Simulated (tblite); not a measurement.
C₄H₇FOSi (charge +1 and doublet state).
Bonds: O1–C2 (double), C2–C3, C3–C4, C4–Si5, Si5–F6, C4–C7, C2–C7. Hydrogens: H8, H9 on C3; H10 on C4; H11, H12 on Si5; H13, H14 on C7.

The geometry is computed with GFN2-xTB (gas phase). This method treats the open shell by occupation alone, without spin polarisation.

(1) Give the optimised bond lengths and angles.

Results:

(1) 
```csv
bond,length (bohr),order
O1=C2,2.215,double
C2–C3,2.984,single
C3–C4,2.834,single
C4–Si5,3.764,single
Si5–F6,3.019,single
C4–C7,2.923,single
C2–C7,2.812,single
"C3–H8, C7–H13",2.062,single
"C3–H9, C7–H14",2.064,single
C4–H10,2.054,single
"Si5–H11, Si5–H12",2.738,single
```

Bonds in one row agree within 0.02 bohr and their mean is given. Orders are formal, as drawn. A selection of angles:
```csv
angle,degrees
O1–C2–C3,128.6
O1–C2–C7,141.9
C3–C2–C7,89.4
C2–C3–C4,88.7
C2–C3–H8,117.3
C2–C3–H9,102.5
C4–C3–H8,120.2
C4–C3–H9,115.4
H8–C3–H9,110.0
C3–C4–Si5,115.9
C3–C4–C7,90.2
C3–C4–H10,114.3
Si5–C4–C7,113.5
Si5–C4–H10,108.0
C4–Si5–F6,98.6
C4–Si5–H11,104.9
F6–Si5–H11,108.2
F6–Si5–H12,108.6
H11–Si5–H12,126.5
C4–C7–H13,114.2
C4–C7–H14,116.8
C2–C7–H13,111.0
C2–C7–H14,114.6
```

Dihedral angles: O1–C2–C3–C4 -168° (antiperiplanar); C2–C3–C4–Si5 -125° (anticlinal); C3–C4–Si5–F6 51° (synclinal); C3–C4–C7–C2 9° (synperiplanar); O1–C2–C7–C4 167° (antiperiplanar). The mirror-image conformer, all signs reversed, is as good.

Of the pairs four or more bonds apart, F6···H9 is among the closest relative to their van der Waals radii: 2.69 Å, 101 % of the sum of Bondi's values. Si5 (silicon bonded to C, F and 2 H) has angles from 98.6° to 126.5°. The 4-membered ring C2–C3–C4–C7 has internal angles of 88.7° to 90.4°; it is slightly puckered (a soft mode that the optimisation may not have finished), 0.06 Å rms from its mean plane, widest ring torsion 9°. C2 (carbon bonded to 2 C and O) is planar (angles 141.9°, 128.6° and 89.4°, sum 359.9°, 0.03 Å off the plane of its three neighbours). The C–C distances run from 1.488 Å (C2–C7, drawn single) to 1.579 Å (C2–C3, drawn single), a spread of 0.091 Å.

Its GFN2-xTB frequencies are all real (lowest 57 cm⁻¹). 3 starts were optimised and ended at 0.00, 1.51 and 1.67 kcal/mol (GFN2-xTB); the lowest of these is shown.
